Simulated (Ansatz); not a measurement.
A nudged elastic band was laid between two geometries of C$_{4}$H$_{10}$B$_{2}$Si (17 atoms, charge 0, multiplicity 1).

Computed with Ansatz 0.2.0, RKS B3LYP/6-31G*.

```yaml
movable_images: 9
climbing_image: yes
spring: 5.0 eV/Å²
optimiser: quadratic models (default)
start_path: through a guess of the saddle point
force_threshold: 0.05 eV/Å
iteration_limit: 26
end_points: relaxed
```

Image 0:

```xyz
17
Properties=species:S:1:pos:R:3
B 1.577 -0.877 2.132
B 0.860 -0.679 0.683
C 0.615 -1.657 -0.491
C 0.067 -1.272 -1.630
C -0.468 -0.877 -2.752
Si 0.248 1.286 0.583
C -1.640 1.458 0.463
H 2.738 -0.621 2.311
H 0.947 -1.125 3.126
H 0.915 -2.706 -0.421
H -1.542 -0.929 -2.917
H 0.142 -0.485 -3.563
H 0.707 2.045 1.786
H 0.898 1.951 -0.588
H -2.020 0.974 -0.442
H -1.929 2.514 0.433
H -2.134 0.998 1.327
```

Image 10:

```xyz
17
Properties=species:S:1:pos:R:3
B 1.857 -0.677 1.972
B 0.850 -0.696 0.693
C 0.857 -1.508 -0.624
C -0.086 -1.378 -1.541
C -1.025 -1.241 -2.436
Si -0.634 0.674 1.099
C -0.645 2.132 -0.121
H 2.749 0.125 2.068
H 1.657 -1.343 2.953
H 1.649 -2.231 -0.835
H -1.929 -1.846 -2.403
H -0.936 -0.520 -3.245
H -1.961 -0.014 1.087
H -0.477 1.227 2.479
H 0.311 2.666 -0.105
H -1.433 2.845 0.143
H -0.824 1.785 -1.143
```

(1) What changes between the two ends?

(2) What energy profile does the band end with?

Results:

(1) No bond is made or broken. The dihedral C3–B2–Si6–C7 goes from 64 to -64°.

(2) The run ended unconverged. The highest image is number 5 of 0 to 10, 1.5 kcal/mol above the ends, which have the same energy within 2 meV. The band didn't meet its force threshold, so its energies are provisional: the largest band force was still 0.05 eV/Å, and over the last iterations the top stayed at 0.07 eV.

```tsv
image	path coordinate (Å)	energy (kcal/mol)	dihedral C3–B2–Si6–C7 (°)
0	0.00	0.0	64
1	0.86	0.1	51
2	1.71	0.6	37
3	2.57	1.1	21
4	3.43	1.5	5
5	4.29	1.5	-8
6	5.15	1.4	-19
7	6.01	1.0	-31
8	6.87	0.5	-42
9	7.73	0.2	-52
10	8.59	0.0	-64
```

The run took 21 min on 2 threads of Arm Neoverse V1, on a shared host, peak memory 0.38 GiB.
